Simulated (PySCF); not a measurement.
# C₅H₁₀NPSi: full NMR table

* Formula: C5H10NPSi
* SMILES: C=CC(=C)[Si@H](P)N=C
* Point group of the computed structure: C1
* Carbon signals: 5
* Proton signals: 9

Numbering as in the mapped SMILES `[CH2:1]=[CH:2][C:3](=[CH2:4])[Si@H:5]([PH2:6])[N:7]=[CH2:8]`. Each H is labelled by its parent atom. Ha(C4) is cis to C2; Ha(C1) is cis to C3; Ha(C8) is cis to Si5; Hb(C4) is trans to C2; Hb(C1) is trans to C3; Hb(C8) is trans to Si5.

Level of theory: geometry: GFN2-xTB, GIAO PBE0/pcSseg-1 shieldings, in PySCF 2.14.0 with density-fitted response routines (averaged over atoms made equivalent by symmetry, fast rotation or ring inversion, non-relativistic Hamiltonian, a single conformation, no solvent model).

References, each an isolated molecule treated in the same way: TMS for 1H and 13C and 29Si; 31P against H3PO4; NH3 for 15N.

| carbon | δC, type | δH (multiplicity) | HMBC from (2–3 bonds) | span of the C tensor (ppm) |
| --- | --- | --- | --- | --- |
| C1 | 124.4, CH2 | Ha(C1) 5.36 (m); Hb(C1) 5.48 (m) | H(C2) | 201 |
| C2 | 149.4, CH | 6.77 (m) | Ha(C4), Hb(C4), H(Si5), Hb(C1), Ha(C1) | 214 |
| C3 | 152.4, C | – | H(C2), Ha(C4), Hb(C4), H(Si5), Hb(C1), Ha(C1), H(P6) | 228 |
| C4 | 140.1, CH2 | Hb(C4) 5.87 (m); Ha(C4) 6.26 (m) | H(C2), H(Si5) | 219 |
| C8 | 173.7, CH2 | Ha(C8) 8.79 (m); Hb(C8) 8.73 (m) | H(Si5) | 208 |

Other nuclei:
```csv
atoms,nucleus,environment,δ (ppm),σ (ppm)
H(Si5),1H,"hydrogen on a silicon bonded to C, N, P",5.64,26.08
H(P6),1H,hydrogen on a phosphorus bonded to Si,1.46,30.25
P6,31P,"phosphorus bonded to Si, 2 H",-266.7,585.1
Si5,29Si,"silicon bonded to C, N, P, H",-30.5,379.6
N7,15N,imine nitrogen,421.3,-153.6
```

- δC 173.7: C=N carbon.
- δC 152.4: fully substituted alkene carbon; as expected for a trigonal carbon in a double bond.
- δC 149.4: alkene CH; the olefinic region.
- δC 140.1, 124.4: terminal =CH2 carbon; as expected for a trigonal carbon in a double bond.
- δH 8.79, 8.73: hydrogen on a C=N carbon.

Splittings by 31P in the carbon and heteronuclear signals aren't shown, as no couplings were computed. Shifts are as computed. Against solution values, carbons near 30 ppm lie about +3 ppm off and those near 130 ppm about +5 ppm. Of 1309 compounds with measured shifts, 239 miss one by over three times the rms of a fit or turn the order of signals round; such compounds aren't used in these exercises. Experimental scales use liquid or dissolved standards, which lie at an offset from isolated NH3 (liquid NH3: subtract about 20 ppm) and H3PO4. Unscaled 15N shifts of sp2 nitrogen come out 20 to 40 ppm too high even then. No couplings were computed; multiplicities are counted from neighbouring protons, with m where these are inequivalent, close in shift, in a saturated or five-membered ring or joined by F or P, and br s for small geminal =CH2 splittings.
